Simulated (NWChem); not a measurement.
System: formamidinium (CH5N2 cation); SMILES C(N)=[NH2+]

Results from NWChem. Level Hartree-Fock/def2-SVP: optimisations from one semi-empirical or force-field start; each run changes one setting, and all end within 0.3 mHa of each other. One conformer.

| setting | optimisation steps |
|---|---|
| redundant internal coordinates, default thresholds | 3 |
| trust radius 0.05 | 3 |
| Cartesian coordinates | 6 |
| loose thresholds | 3 |
| tight thresholds | 6 |
